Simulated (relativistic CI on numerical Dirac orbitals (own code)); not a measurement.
# Calculated levels, Ga11+

Calculated at this level of theory: Dirac-Coulomb-Breit CI, KLI orbitals optimised for each configuration, model QED, unscaled Slater integrals (own radial code, finite nucleus).

CI space (outside the closed core [Ne]): 3s²3p⁶3d², 3s²3p⁵3d³, 3s3p⁶3d³, 3s²3p⁶3d4s, 3s²3p⁶3d4p, 3s²3p⁶3d4d, 3s²3p⁶4s², 3s²3p⁶3d4f, 3s²3p⁶4s4p, 3s²3p⁵3d²4s, 3s²3p⁶4p², 3s²3p⁶3d5s, 3s²3p⁶4s4d, 3s²3p⁶3d5p, 3s²3p⁵3d²4p, 3s²3p⁶4p4d, 3s²3p⁶3d5d, 3s²3p⁶3d5f, 3s²3p⁶3d5g, 3s²3p⁵3d²4d, 3s²3p⁶4d², 3s²3p⁶3d6s, 3s²3p⁶3d6p, 3s3p⁶3d²4s, 3s²3p⁶3d6d, 3s²3p⁵3d²4f, 3p⁶3d⁴, 3p⁵3d⁵. Double excitations out of closed p, d and f shells are left out; levels of such configurations are missing from the list, as are those of other unlisted configurations, and high levels can miss mixing partners. These lack a partner that the ground configuration has and come out too high: 3s²3p⁵3d²4s, 3s²3p⁵3d²4p, 3s²3p⁵3d²4d, 3s²3p⁵3d²4f.

The lowest level is 3s²3p⁶3d² ³F2, with 98 % of that term; Hund's rules for 3s²3p⁶3d² give ³F with J = 2, in agreement.

```csv
No.,Configuration,Term,J,E (cm⁻¹),%,Next component (%),Landé g,Lifetime (s)
1,3s²3p⁶3d²,³F,2,0,98,1 ¹D,0.669,
2,3s²3p⁶3d²,³F,3,3862,100,,1.082,6.85e-01
3,3s²3p⁶3d²,³F,4,8280,99,,1.249,5.76e-01
4,3s²3p⁶3d²,¹D,2,31624,77,21 ³P,1.102,6.74e-02
5,3s²3p⁶3d²,³P,0,34482,99,,,3.16e+00
6,3s²3p⁶3d²,³P,1,36034,99,,1.500,1.19e+00
7,3s²3p⁶3d²,³P,2,39884,78,21 ¹D,1.393,1.16e-01
8,3s²3p⁶3d²,¹G,4,49521,99,,1.000,7.07e-02
9,3s²3p⁶3d²,¹S,0,118873,99,,,4.49e-03
10,3s²3p⁵3d³,⁵S°,2,567113,97,1 ⁵P°,1.992,2.66e-07
11,3s²3p⁵3d³,⁵D°,2,569857,76,22 ⁵F°,1.382,1.02e-07
12,3s²3p⁵3d³,⁵D°,3,570169,68,30 ⁵F°,1.417,2.33e-07
13,3s²3p⁵3d³,⁵D°,1,570434,88,11 ⁵F°,1.329,7.68e-08
14,3s²3p⁵3d³,⁵D°,0,571156,99,,,1.21e-07
15,3s²3p⁵3d³,⁵D°,4,572063,65,32 ⁵F°,1.443,8.03e-08
16,3s²3p⁵3d³,⁵F°,5,581870,85,15 ⁵G°,1.379,3.40e-06
17,3s²3p⁵3d³,⁵F°,1,584936,83,11 ⁵D°,0.198,3.90e-09
18,3s²3p⁵3d³,⁵F°,4,585651,51,31 ⁵D°,1.365,1.35e-08
19,3s²3p⁵3d³,⁵F°,2,585972,66,22 ⁵D°,1.074,6.10e-09
20,3s²3p⁵3d³,⁵F°,3,586435,55,28 ⁵D°,1.282,9.23e-09
21,3s²3p⁵3d³,⁵G°,6,596547,99,1 ³H°,1.332,2.49e-02
22,3s²3p⁵3d³,⁵G°,5,603412,79,13 ⁵F°,1.277,2.50e-06
23,3s²3p⁵3d³,⁵G°,4,607864,72,14 ³G°,1.165,2.73e-08
24,3s²3p⁵3d³,³F°,2,608968,56,36 ⁵G°,0.579,2.42e-08
25,3s²3p⁵3d³,⁵G°,3,610878,70,10 ⁵F°,0.961,7.55e-09
26,3s²3p⁵3d³,³F°,3,616724,63,33 ³G°,0.978,1.82e-09
27,3s²3p⁵3d³,³F°,4,621235,59,30 ³G°,1.190,3.41e-09
28,3s²3p⁵3d³,³P°,2,621755,47,31 ³D°,1.196,6.74e-10
29,3s²3p⁵3d³,⁵G°,2,622185,48,33 ³F°,0.638,1.13e-09
30,3s²3p⁵3d³,³D°,3,625155,93,3 ⁵D°,1.329,9.02e-09
31,3s²3p⁵3d³,³P°,1,626221,66,28 ³D°,1.201,7.33e-10
32,3s²3p⁵3d³,³G°,5,630605,83,13 ³H°,1.179,6.86e-10
33,3s²3p⁵3d³,³G°,4,631688,45,22 ¹G°,1.072,4.56e-10
34,3s²3p⁵3d³,³D°,2,632641,58,35 ³P°,1.283,5.69e-10
35,3s²3p⁵3d³,³P°,0,632700,95,5 ¹S°,,6.78e-10
36,3s²3p⁵3d³,³G°,3,633286,59,25 ³F°,0.863,2.78e-10
37,3s²3p⁵3d³,³D°,1,635142,64,27 ³P°,0.797,9.64e-10
38,3s²3p⁵3d³,³H°,6,638910,90,8 ³I°,1.153,1.97e-02
39,3s²3p⁵3d³,³I°,7,645271,100,,1.142,3.42e-01
40,3s²3p⁵3d³,³H°,5,648737,78,13 ³G°,1.050,4.48e-10
41,3s²3p⁵3d³,¹G°,4,649105,44,23 ³F°,1.042,5.58e-10
42,3s²3p⁵3d³,³I°,6,652022,78,14 ³H°,1.040,3.90e-02
43,3s²3p⁵3d³,³D°,3,652210,60,14 ³F°,1.343,1.91e-10
44,3s²3p⁵3d³,³F°,4,654086,83,9 ³G°,1.204,1.37e-09
45,3s²3p⁵3d³,¹S°,0,655603,42,39 ³P°,,1.49e-09
```

Energies count from the lowest computed level; ° marks odd parity; lifetimes are radiative, by E1, M1, E2, M2, E3 decay to levels of this space only.

The mean weight of the leading LS term, summed over parents, in these 45 levels is 76 %, and that of the leading jj configuration (from the same eigenvectors) 51 %, so LS coupling describes them better.

At this charge energies of transitions that change n are usually good to better than 1 %, and those within a shell (Δn = 0) to a few per cent. Terms inside the open d or f shell come out 10 to 20 % too wide with unscaled integrals.

Landé's interval rule says that E(J) − E(J−1) = AJ with one A. For the ground term the intervals give A = 1287.3, 1104.5 cm⁻¹ for J = 3, 4; the multiplet is regular.

LS names give the leading component of a level, which can be under half, so a name can repeat, a term be missing and a line seem to break the LS rules.
